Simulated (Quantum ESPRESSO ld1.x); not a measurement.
The numbers below are computed, except where a source is named.
Problem. Mean orbital radii <r> (bohr) of the promethium ion Pm2+, [Xe] 4f5, of relativity; Dirac values are averaged over j with weights 2j + 1. Spin-unpolarised spherical Kohn-Sham, LDA (Slater exchange, VWN5 correlation), point nucleus, ld1.x of Quantum ESPRESSO 7.5. A level marked "c x" has the speed of light scaled by that factor and shares open shells by 2j + 1; other Dirac levels either fill j = l - 1/2 first or share by 2j + 1.

shell       non-rel.
2p           0.09020
3s            0.2763
3p            0.2660
3d            0.2371
4s            0.6266
4p            0.6435
4d            0.6882
5s             1.523
5p             1.716
4f            0.9715
5d (empty)     2.501
6s (empty)     3.723

Give the values at the level "Dirac, c x 1.25".

Solution. 
shell       Dirac, c x 1.25  change of magnitude (%)
2p                  0.08806                    -2.37
3s                   0.2663                    -3.61
3p                   0.2612                    -1.80
3d                   0.2366                    -0.22
4s                   0.6056                    -3.35
4p                   0.6334                    -1.57
4d                   0.6887                    +0.08
5s                    1.469                    -3.51
5p                    1.692                    -1.37
4f                    1.009                    +3.85
5d (empty)            2.531                    +1.21
6s (empty)            3.623                    -2.68
